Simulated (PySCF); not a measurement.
## Electronic structure of In⁺ (indium, charge +1) at the UHF level

Configuration: [Kr] 4d10 5s2, closed-shell 1S. Computed with PySCF 2.14 in x2c-SVPall (6s5p3d, 36 functions), with the spin-free X2C one-electron Hamiltonian (Gaussian nucleus).

* Total energy: -5877.424448 hartree
* One-electron energy: -8077.5069 hartree
* Hartree (Coulomb) energy: 2358.5061 hartree
* Exchange energy: -158.4236 hartree
* ⟨S²⟩: 0.0000
* ⟨L²⟩: 0.000
* Sum of ⟨r⟩: 31.12 bohr
* Sum of ⟨r²⟩: 41.39 bohr²
* Langevin diamagnetic susceptibility: -32.8 ×10⁻⁶ cm³/mol
* Time after the integrals: 0.08 s of wall time on 1 thread of Neoverse-V1 (shared host)

```json
{"shell": "1s", "electrons": "2", "mean orbital energy (eV)": "-28086.7", "rms radius, mean of both spins (bohr)": "0.0341"}
{"shell": "2s", "electrons": "2", "mean orbital energy (eV)": "-4302.8", "rms radius, mean of both spins (bohr)": "0.139"}
{"shell": "2p", "electrons": "6", "mean orbital energy (eV)": "-3859.2", "rms radius, mean of both spins (bohr)": "0.124"}
{"shell": "3s", "electrons": "2", "mean orbital energy (eV)": "-862.46", "rms radius, mean of both spins (bohr)": "0.371"}
{"shell": "3p", "electrons": "6", "mean orbital energy (eV)": "-712.98", "rms radius, mean of both spins (bohr)": "0.372"}
{"shell": "3d", "electrons": "10", "mean orbital energy (eV)": "-480.37", "rms radius, mean of both spins (bohr)": "0.352"}
{"shell": "4s", "electrons": "2", "mean orbital energy (eV)": "-152.45", "rms radius, mean of both spins (bohr)": "0.907"}
{"shell": "4p", "electrons": "6", "mean orbital energy (eV)": "-105.39", "rms radius, mean of both spins (bohr)": "0.990"}
{"shell": "4d", "electrons": "10", "mean orbital energy (eV)": "-35.284", "rms radius, mean of both spins (bohr)": "1.28"}
{"shell": "5s", "electrons": "2", "mean orbital energy (eV)": "-17.355", "rms radius, mean of both spins (bohr)": "2.75"}
```

Densities and radii are taken from the X2C orbitals without a picture-change correction, which distorts them close to the nucleus.
